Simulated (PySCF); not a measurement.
Computed shifts of a molecule C2H7GaO, PBE/pcSseg-1 run with PySCF, GIAO, gas phase, atoms alike by connectivity averaged where their shifts nearly agree, in ppm (number of nuclei): ¹H: 6.16 (1), 4.60 (3), 0.47 (3). ¹³C: 64.7 (1), -2.1 (1). References: ¹H against TMS (σ = 31.49 ppm); ¹³C against TMS (σ = 182.0 ppm); ¹⁷O against H2O (σ = 334.3 ppm), references at their B3LYP-D3(BJ)/def2-TZVP geometries, non-relativistic. The structure is a stationary point at r2SCAN-D4/def2-SVP. One conformer was computed; it need not be the lowest.

Identify the compound among the candidates.
A. CC[O][GaH2]
B. C[O][GaH][CH3]
C. [CH3][Ga]([CH3])[OH]

B, C[O][GaH][CH3]
